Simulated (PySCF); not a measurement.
PySCF input for Cl2HSi, SMILES Cl[SiH]Cl (connectivity only; charge and spin as stated), charge +1, multiplicity 1, PBE0-D3(BJ)/def2-TZVP. Coordinates come from a PBE0-D3(BJ)/def2-TZVP optimisation. The spin state was assumed, not searched. The isomer is the one that the SMILES or the coordinates give; other isomers of the formula were not compared.

```python
import numpy as np
from pyscf import gto, scf, dft
from pyscf.hessian import thermo

mol = gto.M(
    atom='''
    Cl    0.00000000   -1.69226361    0.32413122
    Si   -0.00000000    0.00000000   -0.63691499
    Cl    0.00000000    1.69226360    0.32413123
    H     0.00000001    0.00000000   -2.10365178
    ''',
    basis='def2-TZVP',
    charge=1,
    spin=0,
    max_memory=1600,
    verbose=3,
)
mf = dft.RKS(mol, xc='pbe0').density_fit(auxbasis='def2-universal-jkfit')
mf.disp = 'd3bj'
mf.grids.level = 3
mf.conv_tol = 1e-11
mf.max_cycle = 100
mf.kernel()

# analytic Hessian; the response equations are solved on a coarser grid
h, args, fine = mf.Hessian(), (mf.mo_energy, mf.mo_coeff, mf.mo_occ), mf.grids
h1ao = h.make_h1(mf.mo_coeff, mf.mo_occ)
mf.grids = dft.Grids(mol).set(level=1).build(with_non0tab=True)
mo1, mo_e1 = h.solve_mo1(*args, h1ao)
mf.grids = fine
hess = h.hess_elec(*args, mo1, mo_e1, h1ao) + h.hess_nuc()
if mf.do_disp():
    hess += h.get_dispersion()
for i in range(mol.natm):  # the analytic DFT Hessian lacks the response of the grid: restore translational invariance
    hess[i, i] -= hess[i].sum(axis=0)
hess = (hess + hess.transpose(1, 0, 3, 2)) / 2
vib = thermo.harmonic_analysis(mol, hess, imaginary_freq=False)
thermo.dump_normal_mode(mol, vib)
th = thermo.thermo(mf, vib['freq_au'][vib['freq_au'] > 0], 298.15, 101325)
thermo.dump_thermo(mol, th)
g0 = mf.nuc_grad_method().set(verbose=0).kernel()

# dipole derivatives [dipole axis, atom, xyz] from the same response
r, irp = mol.intor('int1e_r'), mol.intor('int1e_irp').reshape(3, 3, mol.nao, mol.nao)
sl, dm0, ok = mol.aoslice_by_atom(), np.array(mf.make_rdm1()), []
dmu = np.einsum('a,xt->xat', mol.atom_charges(), np.eye(3))
for a, (_, _, p0, p1) in enumerate(sl):
    dmu[:, a] += 2 * np.einsum('xtij,ij->xt', irp[:, :, :, p0:p1], dm0.reshape(-1, mol.nao, mol.nao).sum(0)[:, p0:p1])
    for u, c, occ, f in [(mo1, mf.mo_coeff, mf.mo_occ, 4)]:
        dmu[:, a] -= f * np.einsum('tui,xuv,vi->xt', u[a], r, c[:, occ > 0], optimize=True)
L = vib['norm_mode']
ir = 974.8801 * (np.einsum('xat,kat->kx', dmu, L) ** 2).sum(1)       # km/mol
apt = np.einsum('xax->a', dmu) / 3

# polarisability derivatives from nuclear gradients in small electric fields
h0, F = mf.get_hcore(), 0.005
def in_field(f, guess):
    m = mf.copy()
    m.verbose, m.conv_tol, m.conv_tol_grad = 0, 1e-11, 2e-7
    m.get_hcore = lambda *a: h0 + np.einsum('x,xij->ij', f, r)
    m.kernel(guess)
    ok.append(m.converged)
    dm = np.array(m.make_rdm1())
    g = m.nuc_grad_method().kernel() - np.outer(mol.atom_charges(), f)
    for a, (_, _, p0, p1) in enumerate(sl):
        g[a] -= 2 * np.einsum('x,xtij,ij->t', f, irp[:, :, :, p0:p1], dm[:, p0:p1])
    return g, -np.einsum('xij,ij->x', r, dm), dm
E = np.eye(3) * F
g0, _, dm0 = in_field(np.zeros(3), dm0)
gp = [in_field(e, dm0) for e in E]
gm = [in_field(-e, 2 * dm0 - p[2]) for e, p in zip(E, gp)]
alpha = np.array([(p[1] - q[1]) / (2 * F) for p, q in zip(gp, gm)])  # bohr^3
check = abs(np.array([-(p[0] - q[0]) / (2 * F) for p, q in zip(gp, gm)]) - dmu).max()
print('static polarisability / bohr^3:', alpha.round(3))
print('largest difference of analytic and finite-field dipole derivatives / e:', check)
da = np.zeros((3, 3, mol.natm, 3))
for x in range(3):
    da[x, x] = -(gp[x][0] + gm[x][0] - 2 * g0) / F**2
for x, y in ((0, 1), (0, 2), (1, 2)):
    up, down = in_field(E[x] + E[y], gp[x][2] + gp[y][2] - dm0), in_field(-E[x] - E[y], gm[x][2] + gm[y][2] - dm0)
    both = -(up[0] + down[0] - 2 * g0) / F**2
    da[x, y] = da[y, x] = (both - da[x, x] - da[y, y]) / 2
aq = np.einsum('xyat,kat->kxy', da, L) * 0.529177210903**2           # A^2/amu^1/2
a = np.einsum('kxx->k', aq) / 3
g2 = 1.5 * (aq**2).sum((1, 2)) - 4.5 * a**2
raman, depol = 45 * a**2 + 7 * g2, 3 * g2 / (45 * a**2 + 4 * g2 + 1e-12)
print('mode   freq/cm-1   IR/(km/mol)   Raman/(A^4/amu)   depolarisation')
for k, w in enumerate(vib['freq_wavenumber']):
    print(f'{k + 1:4d} {w:11.2f} {ir[k]:13.3f} {raman[k]:17.3f} {depol[k]:16.3f}')
print('max |gradient| / (hartree/bohr):', abs(g0).max())
print('APT charges:', apt.round(4))
```

It prints:

```
converged SCF energy = -1209.87292960668

WARN: DFTD3 does not support analytical Hessian, using finite difference


WARN: Mole.unit (angstrom) is changed to Bohr

Mode                                 0                   1                   2
Irrep
Freq [cm^-1]                      203.3617            519.8486            590.6484
Reduced mass [au]                  24.6548              1.2607             21.1290
Force const [Dyne/A]                0.6007              0.2007              4.3430
Char temp [K]                     292.5922            747.9463            849.8115
Normal mode                   x     y     z       x     y     z       x     y     z
       0  Cl                 0.00 -0.09 -0.04    0.02 -0.00  0.00   -0.00 -0.08  0.05
       1  Si                -0.00  0.00  0.10   -0.08  0.00 -0.00    0.00 -0.00 -0.12
       2  Cl                 0.00  0.09 -0.04    0.02  0.00  0.00   -0.00  0.08  0.05
       3   H                 0.00  0.00  0.10    0.89  0.00  0.00   -0.00 -0.00 -0.13
Mode                                 3                   4                   5
Irrep
Freq [cm^-1]                      729.4531            812.5883           2330.5320
Reduced mass [au]                   2.3132              1.7742              1.0458
Force const [Dyne/A]                0.7252              0.6902              3.3467
Char temp [K]                    1049.5205           1169.1337           3353.1167
Normal mode                   x     y     z       x     y     z       x     y     z
       0  Cl                 0.00  0.05 -0.04   -0.00  0.03 -0.01    0.00 -0.00  0.00
       1  Si                -0.00 -0.10  0.00   -0.00 -0.11  0.00    0.00  0.00 -0.04
       2  Cl                -0.00  0.05  0.04    0.00  0.03  0.01    0.00  0.00  0.00
       3   H                 0.00 -0.64  0.00    0.00  0.74  0.00   -0.00 -0.00  0.98
temperature 298.1500 [K]
pressure 101325.00 [Pa]
Rotational constants [GHz] 21.77026 2.48906 2.23367
Symmetry number 2
Zero-point energy (ZPE) 0.01182 [Eh]   31021.752 [J/mol]
                           tot       elec      trans        rot        vib
Entropy [J/mol/K]       281.909      0.000    166.179    100.461     15.269
Cv [J/mol/K]             47.956      0.000     12.472     12.472     23.013
Cp [J/mol/K]             56.271      0.000     20.786     12.472     23.013
Internal energy [J/mol]                      3718.434   3718.434  33927.774
Internal energy [Eh]   -1209.85717  -1209.87293
Enthalpy [J/mol]                             6197.391   3718.434  33927.774
Enthalpy [Eh]          -1209.85623
Gibbs free energy [J/mol]                  -43348.939 -26233.880  29375.213
Gibbs free energy [Eh] -1209.88824
static polarisability / bohr^3: [[28.714 -0.    -0.   ]
 [ 0.    55.627 -0.   ]
 [-0.     0.    39.041]]
largest difference of analytic and finite-field dipole derivatives / e: 0.0008575133494312936
mode   freq/cm-1   IR/(km/mol)   Raman/(A^4/amu)   depolarisation
   1      203.36        11.363             3.473            0.660
   2      519.85        16.277             1.237            0.750
   3      590.65        41.994            17.878            0.078
   4      729.45        43.373             9.621            0.750
   5      812.59       206.739             0.276            0.750
   6     2330.53         2.944           131.827            0.183
max |gradient| / (hartree/bohr): 2.8600333762863353e-05
APT charges: [-0.2394  1.5287 -0.2394 -0.05  ]
```

The run converged.

Cost: about 120 core-seconds (a rough figure).
